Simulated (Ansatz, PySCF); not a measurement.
Reaction (SMILES): CCF -> [CH2]C + F atom (the C-F bond at the site shown breaks; other sites are not compared here)
Each molecule is optimised on its own at B3LYP-D3(BJ)/def2-TZVP (Ansatz, a program for electronic structure).

Quantity: bond dissociation energy (enthalpy at 298 K, with B3LYP-D3(BJ) rigid-rotor harmonic-oscillator terms from PySCF), in kJ/mol. Correlated levels leave the core frozen unless marked. UHF or UKS for open shells. No spin-orbit coupling. Non-relativistic. CBS marks a two-point X^-3 extrapolation of the correlation energy; Hartree-Fock from the larger set. The bracket is a focal-point correction in the basis named.

```csv
level,program,bond dissociation energy (kJ/mol)
HF/6-31G,Ansatz,225.0
```

Task: What does RI-MP2/CBS(aug-cc-pVTZ,aug-cc-pVQZ)+[CCSD(T)-MP2]/aug-cc-pVTZ (Ansatz) give?

Result: 477.2 kJ/mol, so HF/6-31G differs from it by -252.2 kJ/mol.
